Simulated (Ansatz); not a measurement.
Cost and result for the atomization energy of C$_{3}$H$_{6}$S$_{2}$Si (`[SiH3]C1=CC1(S)S`) (12 atoms, 12 bonds).

```json
{"atom": "Si1", "x (Å)": "0.509", "y (Å)": "-0.428", "z (Å)": "2.055"}
{"atom": "C2", "x (Å)": "-0.377", "y (Å)": "0.114", "z (Å)": "0.533"}
{"atom": "C3", "x (Å)": "-1.387", "y (Å)": "0.620", "z (Å)": "-0.111"}
{"atom": "C4", "x (Å)": "-0.269", "y (Å)": "0.217", "z (Å)": "-0.964"}
{"atom": "S5", "x (Å)": "0.734", "y (Å)": "1.510", "z (Å)": "-1.723"}
{"atom": "S6", "x (Å)": "-0.334", "y (Å)": "-1.327", "z (Å)": "-1.902"}
{"atom": "H7", "x (Å)": "1.820", "y (Å)": "0.265", "z (Å)": "2.106"}
{"atom": "H8", "x (Å)": "-0.299", "y (Å)": "-0.089", "z (Å)": "3.252"}
{"atom": "H9", "x (Å)": "0.725", "y (Å)": "-1.894", "z (Å)": "1.983"}
{"atom": "H10", "x (Å)": "-2.373", "y (Å)": "1.055", "z (Å)": "-0.090"}
{"atom": "H11", "x (Å)": "1.779", "y (Å)": "0.724", "z (Å)": "-2.033"}
{"atom": "H12", "x (Å)": "-0.528", "y (Å)": "-0.765", "z (Å)": "-3.106"}
```

The species carries charge 0 and has multiplicity 1. Geometry: relaxed with PBE0-D4/def2-TZVP. It is one conformer, not always the lowest. Program: Ansatz. All runs use 2 threads of an AMD EPYC 7R13 on a shared host and a share of an NVIDIA H100 80 GB. Times are those of one run each, without the atoms' runs, and a repeat can differ threefold. Electronic energies, without spin–orbit coupling; frozen cores. CCSD(T)/CBS adds CCSD(T) − MP2 in def2-TZVPP to the MP2 limit, and its time is that of the two runs behind it. T1 = 0.012. B3LYP takes the VWN-RPA correlation (the form of Gaussian; ORCA's B3LYP/G).

CCSD(T)/CBS is a level of theory with its own doubt, some kJ/mol a heavy atom from the limit and from the frozen cores, so smaller differences don't rank the functionals.

```csv
level,functions,wall time,atomization (kcal/mol),difference from CCSD(T)/CBS,per bond
PBE0-D4/def2-TZVPP,303,3.4 s,1027.4,10.6,0.9
PBE-D4/def2-TZVPP (with forces),303,3.6 s,1047.1,30.3,2.5
r2SCAN-D4/def2-TZVPP (with forces),303,4.2 s,1024.0,7.2,0.6
B3LYP-D4/def2-TZVPP (with forces),303,5.5 s,1015.6,-1.2,-0.1
ωB97X-V/def2-TZVPP,303,7.5 s,1024.8,8.0,0.7
ωB97M-V/def2-TZVPP (with forces),303,8 s,1024.2,7.4,0.6
CCSD(T)/def2-TZVPP,303,9 s,985.8,-31.0,-2.6
B2PLYP/def2-TZVPP,303,9.5 s,1002.1,-14.7,-1.2
MP2/def2-QZVPP,561,10 s,1025.8,9.0,0.8
CCSD(T)/CBS(def2),–,19 s,1016.8,0.0,0.0
```

The D4 term adds +14.5 kcal/mol with B3LYP and +7.7 kcal/mol with PBE0; it sums over pairs of atoms, weighted by their polarisabilities, and B3LYP, whose exchange is more repulsive, gets the larger term. In def2-TZVPP, CCSD(T) changes the Hartree–Fock value by +270.7 kcal/mol (the triples alone add +20.7 kcal/mol) and MP2 by +292.5 kcal/mol; breaking electron pairs costs correlation energy, which Hartree–Fock lacks. From PBE to PBE0 (25 % exact exchange), in def2-TZVPP and without D4, the atomization energy moves by −18.4 kcal/mol: exact exchange takes away binding that semilocal exchange gives to molecules.
